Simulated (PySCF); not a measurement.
A PySCF script (with the pyscf-properties extension) for the NMR shieldings of `O=CCO[C@@H]1CC[Si@H](O)C1`, C$_{6}$H$_{12}$O$_{3}$Si, on a GFN2-xTB geometry:

```python
import basis_set_exchange as bse
import numpy as np
from pyscf import gto, dft
from pyscf.prop import nmr

atoms = """
O     4.135319   -0.889996   -0.408133
C     3.063627   -0.833350    0.123247
C     1.756682   -1.243703   -0.515761
O     0.636673   -0.773781    0.176730
C     0.391622    0.629202    0.033214
C    -0.486765    1.044140    1.214179
C    -1.842872    0.348413    1.067709
Si   -2.135793    0.216038   -0.812132
O    -2.417945   -1.292357   -1.352709
C    -0.406500    0.899403   -1.242650
H     2.944785   -0.484512    1.167786
H     1.754490   -0.947783   -1.574835
H     1.706766   -2.338988   -0.474099
H     1.351882    1.167743    0.045450
H    -0.001247    0.784702    2.155702
H    -0.612846    2.126765    1.177430
H    -1.787460   -0.644401    1.513739
H    -2.609298    0.897619    1.609282
H    -3.249842    0.961188   -1.377007
H    -1.842642   -2.009028   -1.091711
H    -0.422895    1.970675   -1.431122
H     0.063848    0.431395   -2.105843
"""
names = dict.fromkeys(["O", "C", "Si", "H"], "pcSseg-1")
basis = {el: gto.basis.parse(bse.get_basis(n, elements=[el], fmt="nwchem")) for el, n in names.items()}
mol = gto.M(atom=atoms, basis=basis, charge=0, verbose=0)
mf = dft.RKS(mol, xc="PBE0")
mf.grids.level = 2
mf.grids.alignment = dft.numint.BLKSIZE   # the property module wants whole blocks of grid points
mf.conv_tol = 1e-9
mf.kernel()

calc = nmr.RKS(mf)   # GIAO
C = mf.mo_coeff
Co = C[:, mf.mo_occ > 0]
resp = mf.gen_response(singlet=True, hermi=2)
def vind(x):   # induced exchange potential for any number of trial vectors
    d = np.einsum("pi,xij,qj->xpq", C, 2 * x.reshape(-1, C.shape[1], Co.shape[1]), Co, optimize=True)
    return np.einsum("xpq,pi,qj->xij", resp(d - d.transpose(0, 2, 1)), C, Co, optimize=True).ravel()
mo1, _ = nmr.rhf.solve_mo1(calc, with_cphf=vind)
sigma = calc.kernel(mo1)
for i, s in enumerate(sigma):   # ppm
    print("%2d %-2s %9.2f" % (i, mol.atom_pure_symbol(i), np.trace(s) / 3))
```

**Question.** What does it print?

**Answer.** 
```
 0 O    -385.48
 1 C     -27.55
 2 C     110.85
 3 O     277.10
 4 C     102.46
 5 C     149.62
 6 C     174.35
 7 Si    336.09
 8 O     298.05
 9 C     167.02
10 H      21.48
11 H      27.73
12 H      27.70
13 H      27.72
14 H      29.30
15 H      30.55
16 H      30.75
17 H      30.74
18 H      26.58
19 H      30.56
20 H      31.65
21 H      30.54
```

These numbers come from an equivalent density-fitted implementation of the same equations, which agrees with the script to about 0.01 ppm for H and up to a few tenths of a ppm for heavy atoms, so last digits may differ.

**Question.** Turn these shieldings into chemical shifts. Chemical shifts δ = σref − σ; ¹⁷O (336.08 ppm) vs H2O; ¹³C (186.93 ppm), ²⁹Si (349.16 ppm), ¹H (31.72 ppm) against TMS, all at this level.

**Answer.** Averaging equivalent atoms: O 0: 721.6; O 3: 59.0; O 8: 38.0; C 1: 214.5; C 4: 84.5; C 2: 76.1; C 5: 37.3; C 9: 19.9; C 6: 12.6; Si 7: 13.1; H 10: 10.24; H 18: 5.13; H 12: 4.02; H 13: 4.00; H 11: 3.99; H 14: 2.41; H 21: 1.17; H 15: 1.17; H 19: 1.16; H 17: 0.98; H 16: 0.97; H 20: 0.07 ppm. Unscaled 17O shifts of doubly bonded oxygen tend to come out too high, by tens of ppm or more. Experimental scales use liquid or dissolved standards, which lie at an offset from isolated H2O (liquid H2O: subtract about 36 ppm).

Size and cost of the density-fitted run: 237 basis functions, 110 s wall time on 1 thread of an Arm Neoverse N1, shared host; peak memory 1.1 GiB.
